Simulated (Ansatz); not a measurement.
`N=C([SiH3])BO`, charge 0, multiplicity 1.

(1) Give a relaxed structure at PBE0-D4/def2-TZVP (Ansatz 0.2.0). (An estimate is asked.)

## Answers

(1) The calculation gave: 
```xyz
11

N     0.064   -1.198   -1.523
C    -0.026   -0.445   -0.490
Si    1.044    1.111   -0.254
B    -1.083   -0.872    0.599
O    -1.179   -0.075    1.688
H     0.770   -0.856   -2.183
H     0.201    2.330   -0.147
H     1.884    1.003    0.967
H     1.920    1.216   -1.455
H    -1.764   -1.849    0.470
H    -1.832   -0.366    2.328
```
Point group Cs.
This is one stationary point; other conformers may exist.
